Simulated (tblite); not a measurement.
Species: C13H12.
Atom-mapped SMILES: `[cH:1]1[cH:2][cH:3][c:4]([CH2:5][c:6]2[cH:7][cH:8][cH:9][cH:10][cH:11]2)[cH:12][cH:13]1` (hydrogens: H14 on C1; H15 on C2; H16 on C3; H17, H18 on C5; H19 on C7; H20 on C8; H21 on C9; H22 on C10; H23 on C11; H24 on C12; H25 on C13)

Structure used (GFN2-xTB), in Å, numbered top down from 1:
```
atom  x, y, z in Å
C1     3.5445   -0.3417   -0.5796
C2     3.1409    0.9354   -0.9257
C3     1.9545    1.4479   -0.4291
C4     1.1602    0.6917    0.4209
C5    -0.1466    1.2218    0.9512
C6    -1.2907    0.3948    0.4245
C7    -1.5451    0.3599   -0.9416
C8    -2.5749   -0.4115   -1.4465
C9    -3.3652   -1.1610   -0.5909
C10   -3.1182   -1.1340    0.7700
C11   -2.0855   -0.3615    1.2737
C12    1.5724   -0.5914    0.7609
C13    2.7562   -1.1050    0.2657
H14    4.4686   -0.7429   -0.9687
H15    3.7512    1.5347   -1.5855
H16    1.6459    2.4471   -0.7047
H17   -0.1414    1.1887    2.0435
H18   -0.2723    2.2621    0.6414
H19   -0.9249    0.9401   -1.6100
H20   -2.7625   -0.4299   -2.5102
H21   -4.1692   -1.7652   -0.9843
H22   -3.7308   -1.7169    1.4424
H23   -1.8985   -0.3458    2.3387
H24    0.9547   -1.1896    1.4157
H25    3.0657   -2.1037    0.5375
```

Structure optimised with GFN2-xTB, isolated species.

Masses are those of the commonest isotopes; rigid-rotor values at the optimised geometry. The values belong to one conformer with, in the numbering `[cH:1]1[cH:2][cH:3][c:4]([CH2:5][c:6]2[cH:7][cH:8][cH:9][cH:10][cH:11]2)[cH:12][cH:13]1`, C3–C4–C5–C6 115°, C4–C5–C6–C7 -63°.

**Question.** Give the principal moments of inertia and the rotational constants in cm⁻¹.

**Answer.** Ia = 261.60, Ib = 1117.19, Ic = 1136.85 u·Å²; 505379 MHz·u·Å²/I gives 1932, 452.4 and 444.5 MHz, that is A = 0.06444, B = 0.01509, C = 0.01483 cm⁻¹.

**Question.** Classify the top.

**Answer.** A near-prolate asymmetric top. Ray's parameter κ = (2B − A − C)/(A − C) = -0.989; −1 is the prolate and +1 the oblate limit.

**Question.** Is it planar, by Δ = Ic − Ia − Ib?

**Answer.** Not planar: Δ = Ic − Ia − Ib = -241.94 u·Å². For a rigid frame Δ = −2 Σ m c², so Σ m c² = 120.97 u·Å² lies off the ab plane: 23.78 from hydrogen and 97.19 from heavier atoms. The atom farthest from that plane is 2.20 Å away.

Its lowest GFN2-xTB frequency is 11 cm⁻¹, too small to tell a flat minimum from a shallow saddle. Constants of a rigid frame at the computed geometry: no zero-point averaging, no centrifugal distortion.
